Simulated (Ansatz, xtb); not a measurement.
# Isomers of C6H7NO in order of energy

5 gas-phase structures of C6H7NO, from a drawn sample of its isomers (lower ones may exist). Each was relaxed with GFN2-xTB; where two conformers were screened, the lower at r2SCAN-D4/def2-SVP is listed:

A. `O=C/N=C1\C=CCC1`, a singlet
B. `O/C=N\C1=CC=CC1`, a singlet
C. `O/C=N/C1=CC=CC1`, a singlet
D. `O=CNC1=CC=CC1`, a singlet
E. `O=C/N=C1/C=CCC1`, a singlet

Task: Which do you expect lowest at r2SCAN-D4/def2-SVP, and how would the others follow?

Result: Calculated order at r2SCAN-D4/def2-SVP: D (0.0), E (7.7), A (9.7), C (14.2), B (16.1) kcal/mol.

Energies above the lowest of each column, in kcal/mol; the last columns are at B3LYP-D3(BJ)/def2-SVP geometries:

| structure | GFN2-xTB | HF/STO-3G | r2SCAN-D4/def2-SVP | B3LYP-D3(BJ)/def2-SVP | CCSD(T)/def2-SVP + ΔMP2/def2-TZVPP |
| --- | --- | --- | --- | --- | --- |
| D | 0.0 | 5.5 | 0.0 | 0.0 | 0.0 |
| E | 5.9 | 0.0 | 7.7 | 6.2 | 4.0 |
| A | 2.9 | 7.7 | 9.7 | 6.8 | 4.3 |
| C | 8.1 | 13.6 | 14.2 | 13.8 | 10.4 |
| B | 8.0 | 17.1 | 16.1 | 15.6 | 11.7 |

CCSD(T)/def2-SVP + ΔMP2/def2-TZVPP puts D lowest; HF/STO-3G picks E. Flexible structures stand in one conformer each, not always the lowest. Frequencies (GFN2-xTB) were run for B, C, D, E alone. ΔMP2 is the change of the MP2 energy from the smaller to the larger basis.

Over these structures GFN2-xTB departs from r2SCAN-D4/def2-SVP by 2.9 kcal/mol on average once a common shift is removed. A GFN2-xTB relaxation took about 0.12 s and the r2SCAN-D4/def2-SVP energy about 3.6 s on a shared host (Ansatz 0.2.0, xtb 6.7.1).
